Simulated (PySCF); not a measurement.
[(E)-but-2-enyl]silane (C4H10Si), SMILES C(/C=C/C)[SiH3].

The structure is a stationary point at r2SCAN-D4/def2-SVP. One conformer was computed; it need not be the lowest.

Method: TDDFT-PBE/def2-SVPD (PySCF).

Vertical excitations. Isolated molecule, no solvent.

Computed UV-visible absorptions:
```
state  energy (eV)  λ (nm)      f                          main pairs
-----  -----------  ------  -----  ----------------------------------
S1            5.63     220  0.003                    HOMO→LUMO+1 99 %
S2            6.04     205  0.318    HOMO→LUMO 63 %, HOMO→LUMO+3 20 %
S3            6.18     201  0.066                    HOMO→LUMO+2 91 %
S4            6.28     198  0.052    HOMO→LUMO+3 74 %, HOMO→LUMO 16 %
S5            6.47     192  0.001                    HOMO→LUMO+4 99 %
S6            6.50     191  0.004                    HOMO→LUMO+5 99 %
S7            7.00     177  0.040  HOMO→LUMO+6 71 %, HOMO→LUMO+7 17 %
S8            7.17     173  0.011                    HOMO→LUMO+7 80 %
S9            7.27     170  0.003                    HOMO−1→LUMO 95 %
S10           7.37     168  0.023                    HOMO−2→LUMO 95 %
T1            4.13     300      0                      HOMO→LUMO 97 %
T2            5.52     224      0                    HOMO→LUMO+1 99 %
T3            6.08     204      0  HOMO→LUMO+2 78 %, HOMO→LUMO+3 21 %
T4            6.10     203      0  HOMO→LUMO+3 77 %, HOMO→LUMO+2 22 %
```
Triplets are in the Tamm–Dancoff approximation, which puts them higher than full response would, so one can lie above its singlet here.
